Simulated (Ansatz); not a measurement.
Molecular dynamics of ClFGeH2

The input (input.yaml):

```yaml
crystal:
  periodic: [false, false, false]
  atoms:
    - { symbol: Ge, position_ang: [-0.267486, 0.056809, 0.344456] }
    - { symbol: H, position_ang: [0.982914, -0.053045, 1.398372] }
    - { symbol: F, position_ang: [1.771077, -0.039088, 0.365831] }
    - { symbol: H, position_ang: [-0.555783, 1.194482, -0.672082] }
    - { symbol: Cl, position_ang: [-0.930321, -1.705857, -0.728577] }
basis:
  gaussian: { orbitals: def2-TZVP }
hamiltonian:
  xc: b3lyp
  dispersion: d4
md:
  timestep: 0.5
  n_steps: 200
  ensemble: nve
  temperature: 300.0
  initial_velocities: maxwell_boltzmann
  seed: 11853
```

Launched with:

```bash
$ ansatz run input.yaml --threads 4 --pin off --max-ram 5120MiB --backend cpu --events-out ev --progress --plain --runs-dir out
```

It starts at the highest image of a converged band. Of that band: Neighbouring images differ by up to 1.7 eV, so the band resolves the path poorly. A vibrational analysis at the climbing image gives one clearly imaginary mode, 1351i cm⁻¹: a first-order saddle point.

Output, in part (step lines, the closing report, with atoms numbered from 0):

```
md step     0: t =     0.00 fs  T =   300.0 K  F+E_penalty+E_count = -71793.35886729 eV  E_kin = 0.116334 eV  conserved = -71793.24253329 eV  (28 SCF iters)
md step     1: t =     0.50 fs  T =   299.7 K  F+E_penalty+E_count = -71793.35876022 eV  E_kin = 0.116237 eV  conserved = -71793.24252339 eV  (31 SCF iters)
md step     2: t =     1.00 fs  T =   298.8 K  F+E_penalty+E_count = -71793.35838399 eV  E_kin = 0.115884 eV  conserved = -71793.24249971 eV  (30 SCF iters)
md step     3: t =     1.50 fs  T =   298.2 K  F+E_penalty+E_count = -71793.35811291 eV  E_kin = 0.115648 eV  conserved = -71793.24246449 eV  (30 SCF iters)
md step     4: t =     2.00 fs  T =   299.4 K  F+E_penalty+E_count = -71793.35851083 eV  E_kin = 0.116090 eV  conserved = -71793.24242075 eV  (30 SCF iters)
md step     5: t =     2.50 fs  T =   304.1 K  F+E_penalty+E_count = -71793.36028712 eV  E_kin = 0.117916 eV  conserved = -71793.24237116 eV  (30 SCF iters)
md step     6: t =     3.00 fs  T =   314.4 K  F+E_penalty+E_count = -71793.36425429 eV  E_kin = 0.121936 eV  conserved = -71793.24231831 eV  (30 SCF iters)
md step     7: t =     3.50 fs  T =   332.7 K  F+E_penalty+E_count = -71793.37128873 eV  E_kin = 0.129025 eV  conserved = -71793.24226405 eV  (30 SCF iters)
[... lines left out ...]
Total energy: -71795.01969595 eV, -2638.4183094140 hartree
Atom 0 at    -0.204866     0.066131     0.375723 Å, force    -2.685532     0.842945    -0.957423 eV/Å
Atom 1 at    -0.783602     0.071631     1.776980 Å, force    -0.059113    -0.137839     0.252634 eV/Å
Atom 2 at     1.414706    -0.088853     0.195007 Å, force     4.788735    -1.425020     0.627795 eV/Å
Atom 3 at     0.106645     1.387663    -0.375423 Å, force    -1.708499     0.294311    -0.126238 eV/Å
Atom 4 at    -0.836235    -1.707325    -0.720290 Å, force    -0.335592     0.425603     0.203233 eV/Å
Dipole moment:    -0.293825     0.296045     0.303769 e Å
```

The steps, from the saved trajectory:

```
time (fs)  T (K)  potential energy less start (eV)  conserved less start (meV/atom)
      0.0    300                             0.000                             0.00
      3.0    314                            -0.005                             0.04
      6.0    624                            -0.125                             0.10
      9.0   1642                            -0.520                             0.08
     12.0   3394                            -1.200                            -0.07
     15.0   4868                            -1.774                            -0.40
     18.0   4746                            -1.725                            -0.20
     21.0   4141                            -1.490                            -0.08
     24.0   3899                            -1.396                            -0.12
     27.0   3693                            -1.317                            -0.32
     30.0   2432                            -0.828                            -0.21
     33.0   1582                            -0.497                            -0.02
     36.0   2051                            -0.680                            -0.22
     39.0   2551                            -0.873                            -0.04
     42.0   3918                            -1.404                            -0.16
     45.0   5374                            -1.969                            -0.30
     48.0   5787                            -2.130                            -0.32
     51.0   4772                            -1.735                            -0.15
     54.0   3166                            -1.111                            -0.02
     57.0   1982                            -0.652                             0.06
     60.0   1666                            -0.530                            -0.08
     63.0   1349                            -0.407                            -0.04
     66.0   1444                            -0.444                            -0.08
     69.0   1656                            -0.527                            -0.18
     72.0   1397                            -0.425                             0.07
     75.0   2129                            -0.709                             0.05
     78.0   3766                            -1.345                            -0.18
     81.0   4931                            -1.796                            -0.14
     84.0   5645                            -2.075                            -0.39
     87.0   5068                            -1.851                            -0.32
     90.0   3379                            -1.195                            -0.21
     93.0   1630                            -0.516                            -0.07
     96.0   1174                            -0.338                             0.26
     99.0   3646                            -1.300                            -0.39
```

All steps were run. The conserved energy stayed within 0.62 meV per atom of its start (net change -0.61 meV per atom), so the integration is sound. The kinetic energy rose, since the run started high on the potential surface and went downhill. A run of 0.1 ps of so small a system gives no equilibrium averages. The orbitals stay closed-shell, which can raise the energy where a bond breaks towards radicals; this wasn't checked here.

Between its relaxed ends the band would form H2–F3 and break Ge1–H2, Ge1–F3. These pairs go: H2–F3 1.30 → 2.71 Å, Ge1–H2 1.64 → 1.52 Å, Ge1–F3 2.04 → 1.64 Å. In the last frame they stand as before the step (other bonds may differ from the relaxed reactants and products). It ends as one piece, ClFGeH2. Pairs count as bonded within 1.25 times the sum of covalent radii (0.12 Å more for H–H).

Last frame:

```xyz
5
Properties=species:S:1:pos:R:3
Ge -0.205 0.066 0.376
H -0.784 0.072 1.777
F 1.415 -0.089 0.195
H 0.107 1.388 -0.375
Cl -0.836 -1.707 -0.720
```

The run took 3.5 min on 4 threads of Arm Neoverse V2, on a shared host, peak memory 0.27 GiB.
